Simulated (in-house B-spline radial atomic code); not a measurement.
RPA and G0W0 on BHandHLYP: neutral nitrogen

Configuration [He] 2s2 2p3, highest spin, mean-field start BHandHLYP. Computed with a B-spline radial code for spherical atoms: all electrons, scalar-relativistic (spin-free one-electron X2C), finite nucleus, each spin shell either full or empty, empty states to l = 9 with an (l + 1/2)⁻⁴ tail; G0W0 by contour deformation at full frequency.

Command:
```bash
python run_gw.py task.json out
```
Settings (radii: box in bohr, nucleus in fm):
```
Z                        7
electrons                7
configuration            [He] 2s2 2p3
hamiltonian              x2c
method                   bhandhlyp
lmax                     9
rms_radius               2.5582
spin_polarised           True
box_radius               40
intervals                75
```

Run time, properties included: 2.3 s on 1 thread of Arm Neoverse N1 (shared host).

Energies (hartree):

| term | value |
| --- | --- |
| mean-field total | -54.62301 |
| Hartree-Fock functional on these orbitals | -54.43184 |
| direct second order | -0.35248 |
| second-order exchange | 0.16187 |
| SOSEX correction | 0.14319 |

Problem. What is the RPA correlation energy, and what remains with SOSEX?

Solution. RPA gives -0.30288 hartree (-1.18 eV per electron); RPA + SOSEX gives -0.15969, and the second-order doubles -0.19061 hartree (no singles). SOSEX takes back 47 % of the RPA value.

Quasi-particle levels (eV):

```
  level  occupied  mean field  Σx - vxc     Σc  QP weight     G0W0
  2p up       yes     -11.925     -3.56      ?          ?        ?
2s down       yes     -18.557     -1.39  -0.90      0.904  -20.846
2p down        no      -1.179      4.19  -2.40      0.940    0.620
```

G0W0 = mean field + (Σx - vxc) + Σc, with Σc (partial-wave tail included) taken at the quasi-particle energy. Levels of low weight are left out. An empty level above zero is unbound and depends on the box.

Problem. Where does G0W0 put 2p up?

Solution. At -14.511 eV, with Σc = 0.97 eV and a quasi-particle weight of 0.902. The tabulated removal energy is 14.534 eV (NIST, measured).
